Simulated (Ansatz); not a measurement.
Total energies of C₃H₇GaO (`C=[C](O)[GaH][CH3]`).

```xyz
12

C    -0.470   -2.166    0.542
C     0.090   -1.088   -0.014
O     1.119   -1.159   -0.905
Ga   -0.546    0.729    0.419
C     0.284    2.311   -0.389
H    -0.139   -3.181    0.322
H    -1.287   -2.055    1.244
H     1.357   -2.083   -1.051
H    -1.737    0.799    1.442
H     0.778    2.909    0.382
H    -0.472    2.950   -0.853
H     1.024    2.033   -1.140
```

Total charge 0; spin multiplicity 1. Correlated methods include outer-core shells of Ga, which these sets cover unevenly. Scalar relativity is left out up to krypton. All single points use the PBE0-D4/def2-TZVP geometry. It is one conformer, not always the lowest. Basis def2-TZVPP, Ansatz.

RPA on PBE orbitals: Hartree–Fock energy of these orbitals -2115.76219 Eh, correlation -1.56034 Eh (frozen core).

```tsv
functional	energy without D4 (Eh)	D4 term (kJ/mol)
LDA (SPW92)	-2113.96940	–
PBE	-2118.11831	-23.0
BLYP	-2118.65013	-50.2
r2SCAN	-2118.53286	-5.7
B97M-V	-2118.26591	–
PBE0	-2118.17291	-19.5
HSE06 (plane-wave form)	-2118.16171	-18.2
BHLYP	-2118.51245	-29.3
CAM-B3LYP	-2118.67971	-19.9
LC-ωPBE	-2118.28129	–
ωB97X-V	-2118.41651	–
ωB97M-V	-2118.46236	–
B2PLYP	-2118.12901	–
PBE-QIDH	-2117.80710	–
```

Question: Give the same for revPBE, B3LYP, r2SCANh, r2SCAN0. (Best estimate.)

Answer: Ansatz gave: 
| functional | energy without D4 (Eh) | D4 term (kJ/mol) |
| --- | --- | --- |
| revPBE | -2118.45524 | -68.7 |
| B3LYP | -2118.71364 | -37.1 |
| r2SCANh | -2118.51185 | -6.1 |
| r2SCAN0 | -2118.48208 | -6.7 |

B3LYP takes the VWN-RPA correlation (the form of Gaussian; ORCA's B3LYP/G). HSE06 is the plane-wave form, built on full-range PBE exchange. The double hybrids freeze the cores in their second-order part.

LC-ωPBE has ω = 0.4 bohr⁻¹.
